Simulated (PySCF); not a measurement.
Vibration and rotation of MgIn⁻

ROHF-SCS-MP2 constants of MgIn⁻, ³Σ⁻ (triplet), unpaired electrons π ↑↑ (basis Mg aug-cc-pVDZ, In aug-cc-pVDZ-PP with ECP28; scalar-relativistic core potentials; PySCF 2.14; masses 23.9850 and 114.9039 u):

* ωe: 168.6 cm⁻¹
* ωexe: 1.7 cm⁻¹
* Be: 0.10028 cm⁻¹
* αe: 0.00107 cm⁻¹
* D (centrifugal): 1.42e-07 cm⁻¹
* De to Mg + In⁻: 0.64 eV

(1) Give the vibrational terms G(v) and spacings up to v = 6.

(2) How well does the Morse estimate ωe²/(4ωexe) reproduce De, and what is D0?

Correlated steps freeze 5 core orbitals. Correlated levels converge slowly with the basis: in double zeta they bind strong bonds too weakly, by up to about 1 eV, and carry superposition errors of some tenths. These are scalar-relativistic numbers at best; spin–orbit coupling would shift them, the dissociation energy most. For an ion De counts to the pair picked by the measured ionisation energies or electron affinities, which need not be the lowest pair at this level. The state is the lowest determinant that a PBE0 search found; another state may lie lower at other levels.

## Answers

(1) G(v) = ωe(v+½) − ωexe(v+½)².

| v | G(v) (cm⁻¹) | G(v) − G(v−1) | Bv (cm⁻¹) |
| --- | --- | --- | --- |
| 0 | 83.9 |  | 0.0997 |
| 1 | 249.1 | 165.2 | 0.0987 |
| 2 | 410.9 | 161.8 | 0.0976 |
| 3 | 569.3 | 158.4 | 0.0965 |
| 4 | 724.3 | 155.0 | 0.0955 |
| 5 | 875.9 | 151.6 | 0.0944 |
| 6 | 1024.1 | 148.2 | 0.0933 |

(2) It gives 0.52 eV, 81 % of the computed De. D0 = De − G(0) = 0.64 − 0.01 = 0.63 eV.
